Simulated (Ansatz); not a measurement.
Reaction (ligand exchange at the In–Cl bond): `[OH][In]([Cl])[Br]` + HBr → `[OH][In]([Br])[Br]` + HCl

Calculated with Ansatz (gas phase, PBE0-D4/def2-TZVP geometries, no zero-point term in ΔE). CCSD(T)/CBS is the MP2 limit (def2-TZVPP, def2-QZVPP) plus CCSD(T) − MP2 in def2-TZVPP, frozen cores. This one scheme is used for every species. Functionals use def2-TZVPP. B3LYP here is the variant with VWN-RPA as its local correlation; programs differ in this. def2 core potentials past Kr. For Br, In outer-core shells are correlated without core-valence functions, which leaves a few kJ/mol of doubt a bond. Scalar relativity is left out up to krypton. Each species was taken in one conformer, which may not be the lowest.

`[OH][In]([Cl])[Br]`:

Cartesian coordinates in Å:
```
O 1.314 -0.874 -0.085
In -0.219 0.326 0.164
Cl -2.122 -0.058 -1.088
Br -0.102 2.159 1.750
H 1.130 -1.553 -0.741
```

HBr:

```xyz
2

Br    0.172   -0.661    0.194
H    -0.172    0.661   -0.194
```

`[OH][In]([Br])[Br]`:

Cartesian coordinates in Å:
```
O 1.305 0.026 0.912
In -0.371 0.175 -0.100
Br -0.854 -1.457 -1.860
Br -1.914 1.977 0.430
H 1.835 -0.720 0.617
```

HCl:

Z-matrix (Å, degrees):
```
Cl
H 1 1.279
```

```
             level  ΔE (kcal/mol)  difference from CCSD(T)/CBS
            PBE-D4           -4.6                          0.5
         r2SCAN-D4           -4.6                          0.5
            B97M-V           -3.6                          1.5
        r2SCANh-D4           -4.7                          0.4
           ωB97M-V           -4.5                          0.6
            B2PLYP           -4.6                          0.5
              BLYP           -4.1                          1.0
             B3LYP           -4.4                          0.7
           LC-ωPBE           -4.2                          0.9
   CCSD/def2-TZVPP           -4.7                          0.4
CCSD(T)/def2-TZVPP           -4.7                          0.4
     HF/def2-QZVPP           -4.8                          0.3
    MP2/def2-QZVPP           -5.3                         -0.2
SCS-MP2/def2-QZVPP           -4.9                          0.2
     MP2/CBS(def2)           -5.5                         -0.4
    CCSD/CBS(def2)           -5.2                         -0.1
       CCSD(T)/CBS           -5.1                            0
```

Largest T1 diagnostic among the species: 0.013.

At CCSD(T), def2-SVP lies +1.1 kcal/mol from the extrapolated value and def2-TZVPP +0.4 kcal/mol. Leaving LDA and LC-ωPBE aside and taking each functional with its dispersion term where it has one, the values, not all of them listed here, spread over 1.5 kcal/mol, from PBE-QIDH to B97M-V.
